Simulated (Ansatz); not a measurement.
Geometry optimisation, Ansatz 0.2.0, RKS B3LYP-D4/def2-SVP.

Input:

```yaml
crystal:
  periodic: [false, false, false]
  atoms:
    - { symbol: C, position_ang: [-1.1778, 1.5633, 1.231] }
    - { symbol: Si, position_ang: [0.4589, 0.8394, 1.4252] }
    - { symbol: Al, position_ang: [0.4055, -1.3308, 0.5017] }
    - { symbol: O, position_ang: [1.5914, -1.7196, -0.92] }
    - { symbol: Si, position_ang: [0.6133, -1.2914, -2.3247] }
    - { symbol: H, position_ang: [-1.9791, 1.0093, 1.7529] }
    - { symbol: H, position_ang: [-1.1933, 2.637, 1.6433] }
    - { symbol: H, position_ang: [-1.4436, 1.668, 0.1339] }
    - { symbol: H, position_ang: [0.8099, 0.7965, 2.8964] }
    - { symbol: H, position_ang: [1.4599, 1.6569, 0.7351] }
    - { symbol: H, position_ang: [-0.5842, -2.4277, 1.1051] }
    - { symbol: H, position_ang: [-0.6101, -2.065, -2.3691] }
    - { symbol: H, position_ang: [0.2489, 0.1809, -2.2907] }
    - { symbol: H, position_ang: [1.3873, -1.5461, -3.4911] }
basis:
  gaussian: { orbitals: def2-SVP }
hamiltonian:
  xc: b3lyp
  dispersion: d4
relax:
  f_tol: 0.02
  max_steps: 50
```

Launched with:

```bash
$ ansatz run input.yaml --threads 2 --pin off --max-ram 3072MiB --backend cpu --events-out ev --progress --plain --runs-dir out
```

Question: Where does it end, and by what steps?

Answer: The run converged. The force dipped under the threshold on the way, but the program's further checks kept it going. After 40 steps the energy has fallen by 1.191 eV; H11 moved furthest, 2.27 Å.

```csv
step,energy less start (eV),largest force component (eV/Å),accepted
0,0.0000,3.462,yes
2,-0.8708,0.580,yes
4,-1.0273,0.357,yes
6,-1.1230,0.283,yes
8,-1.1624,0.158,yes
10,-1.1660,0.074,yes
12,-1.1690,0.061,yes
14,-1.1700,0.041,yes
16,-1.1717,0.116,yes
18,-1.1752,0.049,yes
20,-1.1786,0.096,yes
22,-1.1833,0.055,yes
24,-1.1850,0.046,yes
26,-1.1862,0.123,yes
28,-1.1892,0.034,yes
30,-1.1897,0.083,yes
32,-1.1906,0.032,yes
34,-1.1910,0.033,yes
36,-1.1912,0.024,yes
38,-1.1913,0.037,yes
40,-1.1914,0.007,yes
```

```xyz
14
Properties=species:S:1:pos:R:3
C -0.889 1.738 0.821
Si 0.281 0.711 1.909
Al 0.917 -1.375 0.785
O 0.526 -1.472 -0.877
Si 0.051 -1.250 -2.442
H -1.827 1.192 0.633
H -1.141 2.697 1.299
H -0.424 1.950 -0.155
H -0.369 0.435 3.232
H 1.511 1.515 2.215
H 1.651 -2.633 1.410
H -1.136 -2.103 -2.744
H -0.319 0.179 -2.680
H 1.157 -1.612 -3.376
```

The run took 100 s on 2 threads of AMD EPYC 9R14 (Zen 4), with other jobs on the host, peak memory 0.35 GiB.
